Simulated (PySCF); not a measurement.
Si(F)2(OH)(SH) (F2H2OSSi), SMILES [Si](S)(F)(F)O. Geometry: PBE0-D3(BJ)/def2-SVP. Other conformers were not sampled.

Computed with PySCF 2.14.0 with PBE0-D3(BJ)/def2-SVP.

Harmonic wavenumbers (cm⁻¹): 106, 178, 213, 250, 324, 329, 344, 547, 741, 779, 886, 960, 1011, 2719, 3920. Rotational constants (GHz): 3.949, 2.365, 2.280; symmetry number 1.

Problem. Work out the zero-point energy and the ideal-gas rigid-rotor harmonic-oscillator thermochemistry at 298.15 K and 1 atm.

Solution. ZPE = ½ Σ hcν = ½ × 13308 cm⁻¹ = 19.03 kcal/mol. H − E(el) = 23.90 kcal/mol. Entropy in cal/(mol K): translation 40.16, rotation 27.11, vibration 14.56, total 81.84. G − E(el) = -0.50 kcal/mol. Cp = 24.07 cal/(mol K). Modes under 150 cm⁻¹ make the vibrational entropy uncertain.
